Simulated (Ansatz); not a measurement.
C4H8AlF (SMILES C=[CH][Al]([F])[CH2]C), singlet, at a GFN2-xTB geometry (such geometries of metal compounds can be far from the true shape), atoms displaced at random by about 0.03 Å a coordinate; HF/STO-3G, gradient in Ansatz (a program for electronic structure).

Input for Ansatz:
Ansatz 0.2 input:
```yaml
crystal:
  periodic: [false, false, false]
  atoms:
    - {symbol: Al, position_ang: [-0.29780394, 0.23989365, 0.62878784]}
    - {symbol: F, position_ang: [-0.80812337, 0.79394261, 2.07748906]}
    - {symbol: C, position_ang: [1.61980084, 0.64333947, 0.18044414]}
    - {symbol: C, position_ang: [2.21939945, 0.06666917, -1.15908565]}
    - {symbol: H, position_ang: [2.26912991, 0.19021027, 1.02694320]}
    - {symbol: H, position_ang: [1.80226576, 1.73297384, 0.24063258]}
    - {symbol: H, position_ang: [1.63429860, 0.53912720, -1.96613467]}
    - {symbol: H, position_ang: [2.06122686, -1.02935901, -1.22806844]}
    - {symbol: H, position_ang: [3.26007278, 0.35580745, -1.24871820]}
    - {symbol: C, position_ang: [-1.63952197, -0.73093663, -0.41645841]}
    - {symbol: C, position_ang: [-1.44478658, -1.24574207, -1.66620490]}
    - {symbol: H, position_ang: [-2.62757935, -0.86511733, -0.07068844]}
    - {symbol: H, position_ang: [-2.17557199, -1.75910107, -2.20884425]}
    - {symbol: H, position_ang: [-0.42333226, -1.25743780, -2.19176282]}
basis:
  gaussian:
    orbitals: STO-3G
hamiltonian:
  xc: hf
output: {forces: true}
```

Output, abridged:

```
Functional definition: HF
554 factors; integrals over basis functions are off by at most 6.7e-5 eV
mean field evaluation 1: about -13367.5445 eV, gradient 2.3e1 eV
mean field evaluation 2: about -13367.7215 eV, gradient 2.3e1 eV
mean field evaluation 4: about -13370.1926 eV, gradient 1.5e0 eV
mean field evaluation 8: about -13370.2036 eV, gradient 2.3e-2 eV
mean field -13370.20356197 eV, -491.3459182530 hartree, gradient 3.1e-5 eV, S^2 0.000000; 0 other end points of the search recorded, 0 dependent functions left out
the calculation of the forces begins
reference -13370.20356197 eV, -491.3459182530 hartree; 27, 27 occupied and 15, 15 virtual orbitals, 554 factors
Total energy: -13370.20356197 eV, -491.3459182530 hartree
Atom 0 at    -0.297804     0.239894     0.628788 Å, force     0.603026    -0.015866    -0.387577 eV/Å
Atom 1 at    -0.808123     0.793943     2.077489 Å, force     0.315216    -0.335444    -0.901682 eV/Å
Atom 2 at     1.619801     0.643339     0.180444 Å, force     0.268009    -1.776320     2.110603 eV/Å
Atom 3 at     2.219399     0.066669    -1.159086 Å, force    -2.363817     0.778240     0.556621 eV/Å
Atom 4 at     2.269130     0.190210     1.026943 Å, force    -1.624749     1.163884    -1.723364 eV/Å
Atom 5 at     1.802266     1.732974     0.240633 Å, force    -0.132341    -0.812329    -0.277314 eV/Å
Atom 6 at     1.634299     0.539127    -1.966135 Å, force     0.816967    -0.510778     0.020872 eV/Å
Atom 7 at     2.061227    -1.029359    -1.228068 Å, force     0.602846     1.003826     0.062798 eV/Å
Atom 8 at     3.260073     0.355807    -1.248718 Å, force     0.170344    -0.397659    -0.249341 eV/Å
Atom 9 at    -1.639522    -0.730937    -0.416458 Å, force     3.041682    -0.528726    -3.726895 eV/Å
Atom 10 at    -1.444787    -1.245742    -1.666205 Å, force     3.586470     1.965243     3.420615 eV/Å
Atom 11 at    -2.627579    -0.865117    -0.070688 Å, force    -1.366817     0.021411     0.806828 eV/Å
Atom 12 at    -2.175572    -1.759101    -2.208844 Å, force    -1.607862    -0.872006    -0.949596 eV/Å
Atom 13 at    -0.423332    -1.257438    -2.191763 Å, force    -2.308974     0.316525     1.237433 eV/Å
Dipole moment:     0.029238    -0.020284    -0.078948 e Å
```
